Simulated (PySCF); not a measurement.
# Working out the excitation energy of Br

Br [Ar] 3d10 4s2 4p5 (2P) → Br [Ar] 3d10 4s2 4p4 4d1 (high-spin determinant). Computed with PySCF 2.14 in aug-cc-pVTZ-DK, with scalar relativity by spin-free X2C-1e. Frozen: [Ar] 3d10. Energies in hartree (1 hartree = 27.21139 eV):

```csv
part,Br (lower),Br (upper)
UHF,-2604.412628,-2604.038340
CCSD correlation,-0.154972,-0.134152
(T),-0.004901,-0.004932
```

Task: What does Hartree-Fock give?

Result: (-2604.038340) − (-2604.412628) = 0.374288 hartree = 10.185 eV.

Task: What do CCSD and CCSD(T) give?

Result: The CCSD correlation energies differ by 0.020820 hartree = 0.567 eV and the triples by -0.000031 hartree = -0.001 eV, so CCSD gives 10.752 eV and CCSD(T) 10.751 eV.

One determinant mixes LS terms, so it does not stand for a single term.
